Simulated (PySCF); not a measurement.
Computed beside measured shifts: [C12H28B]-

System: [C12H28B]- (measured compound), SMILES CCC[B-](CCC)(CCC)CCC.

Atom-mapped SMILES (hydrogens are numbered by the atom that bears them): [CH3:1][CH2:2][CH2:3][B-:4]([CH2:5][CH2:6][CH3:7])([CH2:8][CH2:9][CH3:10])[CH2:11][CH2:12][CH3:13]

Method: GIAO PBE0/pcSseg-2, gas phase, PySCF SCF with an in-house response code, fitting set def2-universal-JFIT up to Ne and JKFIT beyond, grid level 2, non-relativistic, on the PBE0-D3(BJ)/def2-SVP geometry.

One optimised conformer. Values are averaged over the atoms that symmetry or fast rotation interchanges, on this one geometry and without vibrational averaging. Shifts are the reference shielding less the shielding here, at the same level (11B against isolated BF3·OEt2; 13C, 1H against isolated TMS); nuclei without a reference have shieldings only.

Task: What shifts does this level give for B4, and how do they compare with measurement?

Result: 
| atom | nucleus | computed / ppm | measured / ppm | computed less measured | measured against | medium of the measurement |
| --- | --- | --- | --- | --- | --- | --- |
| B4 | 11B | -24.5 | -17.8 | -6.7 | BF3.OEt2 | THF-d8 (Li+ or Na+ salt) |

Measured values: B. Wrackmeyer, Z. Naturforsch. B 2015.
